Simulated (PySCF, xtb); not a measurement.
GaH₃, SMILES [GaH3].

Harmonic wavenumbers (cm⁻¹) from GFN2-xTB (xtb 6.7.1) at its own minimum, in rising order: 490, 679, 680, 1586, 1676, 1678.

**Question.** What does PBE-D3(BJ)/def2-TZVPD (PySCF 2.14.0) give at its own minimum? (The exact figures need the calculation; the answer reports its results.)

**Answer.** 700, 732, 732, 1909, 1921, 1921. Paired by order, the mean absolute difference is 188 cm⁻¹ and the zero-point energies are 9.7 and 11.3 kcal/mol.
